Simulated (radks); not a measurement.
Q: All-electron atom: the gold ion Au3+ in [Xe] 4f14 5d8. All-electron calculation, Dirac Kohn-Sham, PBEsol, spin-unpolarised, spherical densities, finite nucleus; open shells fill j = l - 1/2 first; Fermi nuclear charge, rms radius 5.4371 fm. Program: a radial shooting solver on a logarithmic mesh with Libxc functionals. Some entries of the table are withheld. Estimate them.

orbital  occ.  eigenvalue (eV)  <1/r> (bohr^-1)  <r> (bohr)
1s1/2       2        -80617.73            95.65     0.01688
2s1/2       2        -14244.16            23.51     0.07049
2p1/2       2        -13666.41            23.48     0.05799
2p3/2       4        -11831.96            19.13     0.06654
3s1/2       2              (1)            8.630      0.1834
3p1/2       2        -3128.303            8.547      0.1736
3p3/2       4        -2723.542            7.414      0.1893
3d3/2       4        -2288.164            7.313      0.1648
3d5/2       6        -2201.132            7.054      0.1696
4s1/2       2        -763.6510            3.653      0.4071
4p1/2       2        -652.1821            3.544      0.4094
4p3/2       4        -555.0177            3.150      0.4436
4d3/2       4        -372.1366            2.948      0.4520
4d5/2       6        -354.0372            2.857      0.4632
5s1/2       2        -144.1228            1.483         (2)
4f5/2       6        -119.4193            2.482      0.4949
4f7/2       8        -115.6040            2.446      0.5019
5p1/2       2              (3)            1.358      0.9969
5p3/2       4              (4)            1.216       1.091
5d3/2       4         -41.6343           0.9250       1.410
5d5/2       4         -39.7831           0.8935       1.455

A: 
(1) 3s1/2 eigenvalue (eV): -3389.267
(2) 5s1/2 <r> (bohr): 0.9249
(3) 5p1/2 eigenvalue (eV): -107.7454
(4) 5p3/2 eigenvalue (eV): -90.9369
